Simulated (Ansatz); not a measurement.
Consider the formal exchange of groups at a C–C bond: `C=CC=N` + `C[SiH3]` → `C=CC[SiH3]` + `C=N`.

Gas-phase electronic energies from Ansatz, PBE0-D4/def2-TZVP geometries. CBS: MP2 limit from def2 TZ/QZ plus the TZ coupled-cluster correction, frozen cores. This one scheme is used for every species. DFT in def2-TZVPP. B3LYP here is the variant with VWN-RPA as its local correlation; programs differ in this. HSE06 is defined as in plane-wave codes. One conformer a species, not always the lowest.

```
             level  ΔE (kJ/mol)  difference from CCSD(T)/CBS
       LDA (SPW92)         33.7                          7.3
           BLYP-D4         29.2                          2.8
            B97M-V         33.7                          7.3
        r2SCAN0-D4         30.4                          4.0
           ωB97M-V         26.8                          0.4
          PBE-QIDH         28.4                          2.0
               PBE         32.1                          5.7
              PBE0         30.4                          4.0
             B3LYP         31.1                          4.7
           r2SCANh         32.6                          6.2
           r2SCAN0         31.3                          4.9
             HSE06         30.4                          4.0
RPA@PBE/def2-TZVPP         23.4                         -3.0
    MP2/def2-TZVPP         27.2                          0.8
    MP2/def2-QZVPP         27.1                          0.7
     MP2/CBS(def2)         27.2                          0.8
       CCSD(T)/CBS         26.4                            0
```

Largest T1 diagnostic among the species: 0.012.

Leaving LDA and LC-ωPBE aside and taking each functional with its dispersion term where it has one, the values, not all of them listed here, spread over 7.2 kJ/mol, from BHLYP-D4 to B97M-V. From BLYP to BHLYP (50 % exact exchange), in def2-TZVPP and without D4, ΔE moves by −3.0 kJ/mol.
